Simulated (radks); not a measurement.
Values are calculated unless marked as measured or tabulated.
Ionisation of the technetium ion Tc2+, [Kr] 4d5, to [Kr] 4d4 as the strength of local exchange is varied. Level of theory: scalar-relativistic Kohn-Sham, Slater X-alpha exchange (alpha = 2/3 is LDA exchange), no correlation, spin-polarised, spherical densities, point nucleus; open shells are filled with parallel spins first (spin-orbit coupling, left out, can overturn this in heavy ions) (a radial shooting solver on a logarithmic mesh with Libxc functionals).

| alpha | E(Tc2+) (hartree) | exchange (hartree) | IE (eV) | -e of the level emptied (eV) | <r> of it (bohr) |
|---|---|---|---|---|---|
| 0.667 | -4276.73363 | -119.73305 | 28.986 | 22.873 (4d) | 1.626 |
| 0.719 | -4286.09373 | -129.34196 | 30.027 | 23.835 (4d) | 1.603 |
| 0.869 | -4313.20538 | -157.28098 | 33.155 | 26.747 (4d) | 1.544 |
| 0.87 | -4313.38668 | -157.46834 | 33.177 | 26.768 (4d) | 1.544 |
| 0.871 | -4313.56798 | -157.65572 | 33.198 | 26.788 (4d) | 1.543 |
| 0.908 | -4320.28147 | -164.59878 | 33.999 | 27.537 (4d) | 1.530 |
| 1.005 | -4337.92933 | -182.89528 | 36.149 | 29.559 (4d) | 1.495 |

NIST Atomic Spectra Database: 29.550 eV (semi-empirical). The Delta-SCF value meets it near alpha = 0.70. Open shells are spherical and high-spin; term and fine-structure splittings are not resolved.
